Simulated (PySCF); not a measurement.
Vertical excitation energies

Compound: C₈H₅O₂ (charge -1).
Atom-mapped SMILES: `[O:1]=[C:2]([O-:3])[c:4]1[cH:5][cH:6][c:7]2[c:8]([cH:9]1)[CH2:10]2` (hydrogens: H11 on C5; H12 on C6; H13 on C9; H14, H15 on C10)

Method: TDDFT PBE0/def2-SVPD, vertical, gas phase, core orbitals frozen in the response in PySCF. Geometry: PBE0-D3(BJ)/def2-SVP; no solvent, vibrations or thermal averaging. The geometry's basis has no diffuse functions, a weakness for an anion. Torsions of this conformer, `[O:1]=[C:2]([O-:3])[c:4]1[cH:5][cH:6][c:7]2[c:8]([cH:9]1)[CH2:10]2`: O1–C2–C4–C5 -1°.

```tsv
state	E (eV)	ν̃ (cm⁻¹)	f	|μ| (D)	main configurations (H = HOMO, L = LUMO)
S1	3.85	31020	0.0000	0.05	H→L (85%), H→L+1 (13%)
S2	3.92	31640	0.0000	0.03	H-1→L (91%)
S3	4.25	34280	0.0001	0.07	H→L+1 (82%), H→L (13%)
S4	4.29	34610	0.0000	0.03	H-1→L+1 (88%)
S5	4.50	36300	0.012	0.84	H-2→L (99%)
S6	4.85	39150	0.0095	0.72	H-2→L+1 (95%)
S7	4.88	39330	0.0006	0.19	H→L+2 (95%)
S8	4.98	40160	0.0008	0.21	H-1→L+2 (95%)
S9	5.10	41130	0.070	1.90	H-3→L (68%), H-4→L+1 (19%)
S10	5.27	42520	0.0006	0.18	H-2→L+2 (98%)
```

Triplets (Tamm–Dancoff): T1 3.65 eV, H-1→L (71%), H-1→L+1 (24%); T2 3.72 eV, H→L (74%), H→L+1 (20%); T3 3.89 eV, H-3→L+1 (41%), H-4→L (25%), H-3→L (25%); T4 3.99 eV, H-2→L (66%), H-2→L+1 (25%).

The lowest singlet lies at 3.85 eV (322 nm, ultraviolet) and is dark (f under 0.0005); its leading configuration is HOMO→LUMO (85%). The most intense listed level is S9 at 5.10 eV (243 nm, f = 0.070), 1.25 eV above S1. Löwdin shares by element: HOMO oxygen 88%, carbon 6% or more; LUMO carbon 63% or more (atoms not listed hold the other 37%). Orbital energies (eV): HOMO-3 -3.18, HOMO-2 -2.41, HOMO-1 -2.15, HOMO -2.01, LUMO 2.99, LUMO+1 3.36, LUMO+2 3.44. The listed states span 1.43 eV, and the widest gap between neighbours is 0.35 eV (S5 to S6). The oscillator strengths of these states sum to 0.094; summed over the whole spectrum of an exact calculation they would give the number of electrons, 70 (Thomas–Reiche–Kuhn). From S3 up the states lie above the vertical detachment energy of 4.07 eV (ΔSCF), that is within the continuum, which a finite basis only mimics. The window holds the lowest 10 singlets.
